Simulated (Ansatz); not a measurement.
Geometry optimisation, RKS BHLYP-D4/def2-SVP in Ansatz 0.2.0.

input.yaml

```yaml
crystal:
  periodic: [false, false, false]
  atoms:
    - { symbol: C, position_ang: [-0.1442, 1.8965, 0.3016] }
    - { symbol: C, position_ang: [-0.1136, 0.6513, -0.0248] }
    - { symbol: Sb, position_ang: [-1.948, -0.5206, -0.0993] }
    - { symbol: O, position_ang: [1.2157, 0.1175, -0.3256] }
    - { symbol: C, position_ang: [1.3268, -1.2622, -0.7029] }
    - { symbol: H, position_ang: [0.6976, 2.5719, 0.3204] }
    - { symbol: H, position_ang: [-1.1224, 2.3958, 0.5188] }
    - { symbol: H, position_ang: [-2.6722, 0.505, 1.1111] }
    - { symbol: H, position_ang: [-1.3221, -1.5801, 1.2198] }
    - { symbol: H, position_ang: [2.4026, -1.4339, -0.8643] }
    - { symbol: H, position_ang: [0.7348, -1.4862, -1.5825] }
    - { symbol: H, position_ang: [1.022, -1.9102, 0.1616] }
basis:
  gaussian: { orbitals: def2-SVP }
hamiltonian:
  xc: { name: BHLYP }
  dispersion: d4
relax:
  f_tol: 0.02
  max_steps: 50
output:
  orbitals: {}
```

Launched with:

```bash
$ ansatz run input.yaml --threads 2 --pin off --max-ram 3072MiB --backend cpu --events-out ev --progress --plain --runs-dir out
```

**Question.** Where does it end, and by what steps?

**Answer.** It converged. After 10 steps the energy has fallen by 0.496 eV; H8 moved furthest, 0.28 Å.

```json
{"step": "0", "energy less start (eV)": "0.0000", "largest force component (eV/Å)": "3.381", "accepted": "yes"}
{"step": "1", "energy less start (eV)": "-0.2437", "largest force component (eV/Å)": "2.198", "accepted": "yes"}
{"step": "2", "energy less start (eV)": "-0.4318", "largest force component (eV/Å)": "0.970", "accepted": "yes"}
{"step": "3", "energy less start (eV)": "-0.4059", "largest force component (eV/Å)": "1.367", "accepted": "no"}
{"step": "4", "energy less start (eV)": "-0.4849", "largest force component (eV/Å)": "0.411", "accepted": "yes"}
{"step": "5", "energy less start (eV)": "-0.4925", "largest force component (eV/Å)": "0.070", "accepted": "yes"}
{"step": "6", "energy less start (eV)": "-0.4946", "largest force component (eV/Å)": "0.025", "accepted": "yes"}
{"step": "7", "energy less start (eV)": "-0.4953", "largest force component (eV/Å)": "0.020", "accepted": "yes"}
{"step": "8", "energy less start (eV)": "-0.4954", "largest force component (eV/Å)": "0.021", "accepted": "yes"}
{"step": "9", "energy less start (eV)": "-0.4955", "largest force component (eV/Å)": "0.022", "accepted": "yes"}
{"step": "10", "energy less start (eV)": "-0.4956", "largest force component (eV/Å)": "0.012", "accepted": "yes"}
```

```xyz
12
Properties=species:S:1:pos:R:3
C -0.137 1.909 0.333
C -0.042 0.622 0.013
Sb -1.820 -0.649 -0.036
O 1.156 0.138 -0.382
C 1.302 -1.210 -0.695
H 0.743 2.544 0.279
H -1.072 2.346 0.656
H -2.721 0.497 0.839
H -1.428 -1.522 1.380
H 2.354 -1.373 -0.930
H 0.707 -1.496 -1.571
H 1.035 -1.859 0.149
```

Whether the end is a true minimum wasn't checked by a vibrational analysis.

Run time: 27 s on 2 threads of Intel(R) Xeon(R) 6975P-C (Granite Rapids), on a shared host, peak memory 0.32 GiB.
